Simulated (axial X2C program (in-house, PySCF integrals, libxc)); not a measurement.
HTiH⁺: properties at the nuclei

Calculated with an axial X2C code built on PySCF integrals: two-component X2C with atomic mean-field Coulomb and Gaunt terms, Gaussian nuclei, basis H dyall-v3z, Ti dyall-v3z with contracted cores.

H–Ti–H held linear, with bonds 1.761 and 1.761 Å (near the PBE0 minimum at charge 1 of the determinant lowest at the starting distance; the state shown can have its own minimum elsewhere, held linear; other orders of the atoms were not compared).

Input and command:
```json
{"zs": [1, 22, 1], "q": 1, "bas": ["dyall-v3z", "dyall-v3z", "dyall-v3z"], "r0": [1.68, 1.68], "symm": 1, "scan": ["PBE0", "HF", "BHandHLYP"], "levels": ["PBE0", "HF", "TPSSh"], "nst": 2}
```
```bash
python solin.py task.json out
```

Keys: zs atomic numbers; q charge; bas basis sets; r0 starting distance in Å; symm equal bonds; scan levels of the two-bond scan; levels methods; nst determinants followed.

Determinant lowest in the PBE0 search, Ω = 3/2 (⟨Sz⟩ = -0.50, ⟨Lz⟩ = 2.00 at PBE0), spin on the atoms H 0.01, Ti -0.53, H 0.01:

| level | A∥/gI H (MHz) | qzz H (a.u.) | A∥/gI Ti (MHz) | qzz Ti (a.u.) |
| --- | --- | --- | --- | --- |
| PBE0 | 4.93 | 0.06 | 448 | -2.67 |
| HF | 4.89 | 0.08 | 446 | -2.34 |
| TPSSh | 5.18 | 0.06 | 469 | -2.68 |

Determinant 0.03 eV from it at PBE0 and this distance, Ω = 5/2 (⟨Sz⟩ = 0.50, ⟨Lz⟩ = 2.00 at PBE0), spin on the atoms H -0.01, Ti 0.53, H -0.01:

```json
{"level": "PBE0", "A∥/gI H (MHz)": "0.751", "qzz H (a.u.)": "0.06", "A∥/gI Ti (MHz)": "54.6", "qzz Ti (a.u.)": "-2.68"}
{"level": "HF", "A∥/gI H (MHz)": "0.796", "qzz H (a.u.)": "0.08", "A∥/gI Ti (MHz)": "50.7", "qzz Ti (a.u.)": "-2.34"}
{"level": "TPSSh", "A∥/gI H (MHz)": "0.599", "qzz H (a.u.)": "0.06", "A∥/gI Ti (MHz)": "44.7", "qzz Ti (a.u.)": "-2.69"}
```

A∥ (defined per Ω) follows by multiplying with gI = μI/(I μN); qzz is the electric field gradient, eQq0 = 234.96 MHz × Q/barn × qzz. The operators were transformed with the bare-nucleus X2C matrices; with these basis sets, hyperfine constants and field gradients can be off by tens of per cent, and where levels differ in sign neither size nor sign is settled.

**Question.** With gI(1H) = 5.5857, gI(47Ti) = -0.3154, Q(47Ti) = 0.302 barn (g factors from the IAEA table of nuclear moments by Stone; Q from Pyykkö, Mol. Phys. 2018), turn the PBE0 values of the first state into constants in MHz.

**Answer.** A∥(1H) = 4.93 × 5.5857 = 27.5 MHz; A∥(47Ti) = 448 × -0.3154 = -141 MHz; eQq0(47Ti) = 234.96 × (0.302) × (-2.67) = -189 MHz.

The molecule was held linear; bending was not examined, so a bent shape may lie lower.

Each state is one determinant with collinear spin. Unrestricted Hartree–Fock can overshoot spin polarisation at the nuclei. The search compared states at one distance, so a state with another bond length can lie lower. PBE0 term energies can be off by some tenths of an eV.
